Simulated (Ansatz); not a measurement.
Computed with Ansatz on PBE0-D4/def2-TZVP structures; ΔE is electronic, products minus reactants. CCSD(T)/CBS adds triple-zeta CCSD(T) − MP2 to the extrapolated MP2 energy (def2 sets, frozen cores). This one scheme is used for every species. Functionals use def2-TZVPP. B3LYP here is the variant with VWN-RPA as its local correlation; programs differ in this. For Ge outer-core shells are correlated without core-valence functions, which leaves a few kJ/mol of doubt a bond. Scalar relativity is left out up to krypton. Each species was taken in one conformer, which may not be the lowest.

`[SH][GeH2][C]1=NC1` + H₂S → `[SH][GeH2][SH]` + `C1=NC1`  (ligand exchange at a Ge–C bond)

`[SH][GeH2][C]1=NC1`:

```xyz
10

S     1.727   -1.724    1.428
Ge   -0.321   -1.238    0.738
C    -0.108    0.399   -0.277
N     0.847    1.150   -0.586
C    -0.523    1.538   -1.086
H     2.231   -0.635    0.817
H    -1.273   -0.981    1.914
H    -0.888   -2.329   -0.179
H    -0.986    2.402   -0.619
H    -0.706    1.416   -2.150
```

H₂S:

```xyz
3

S    -0.568   -0.148    0.199
H     0.388    0.678    0.649
H     0.180   -0.530   -0.848
```

`[SH][GeH2][SH]`:

Cartesian coordinates in Å:
```
S 0.081 1.128 -1.665
Ge 0.396 -0.484 -0.170
S 0.521 0.236 1.928
H -1.221 1.282 -1.371
H -0.744 -1.507 -0.283
H 1.771 -1.078 -0.486
H -0.804 0.423 2.047
```

`C1=NC1`:

Cartesian coordinates in Å:
```
C -0.272 0.768 0.112
N -0.956 0.075 -0.665
C 0.277 -0.558 -0.024
H -0.263 1.770 0.522
H 1.122 -0.742 -0.680
H 0.092 -1.313 0.735
```

```json
{"level": "PBE-D4", "ΔE (eV)": "-0.45"}
{"level": "B3LYP-D4", "ΔE (eV)": "-0.44"}
{"level": "PBE0", "ΔE (eV)": "-0.48"}
{"level": "HF/def2-QZVPP", "ΔE (eV)": "-0.50"}
```

(1) What does CCSD(T)/CBS give? (Estimate.)

Largest T1 diagnostic among the species: 0.012.

Results:

(1) The calculation gave: -0.40 eV. The listed levels differ from it by -0.05, -0.04, -0.08, -0.10 eV.

The D4 term adds +0.03 eV with B3LYP and +0.02 eV with PBE0; it sums over pairs of atoms, weighted by their polarisabilities, and B3LYP, whose exchange is more repulsive, gets the larger term. In def2-TZVPP, CCSD(T) changes the Hartree–Fock value by +0.12 eV (the triples alone add +0.01 eV) and MP2 by +0.12 eV.
